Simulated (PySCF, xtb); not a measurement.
Al(Cl)(H)(NCO) (CHAlClNO), SMILES O=C=[N][AlH][Cl]. Other conformers were not sampled.

Harmonic wavenumbers (cm⁻¹) from xtb with GFN2-xTB at its own minimum, in rising order: 60, 96, 159, 476, 485, 526, 530, 587, 672, 1479, 1947, 2479.

Question: What does PBE0-D3(BJ)/def2-SVP in PySCF give at its own minimum? (Estimate from the structure and the level; the computed values follow.)

Answer: 61, 118, 218, 477, 505, 616, 639, 652, 695, 1530, 2033, 2460. Paired by order, the mean absolute difference is 46 cm⁻¹ and the zero-point energies are 13.6 and 14.3 kcal/mol.
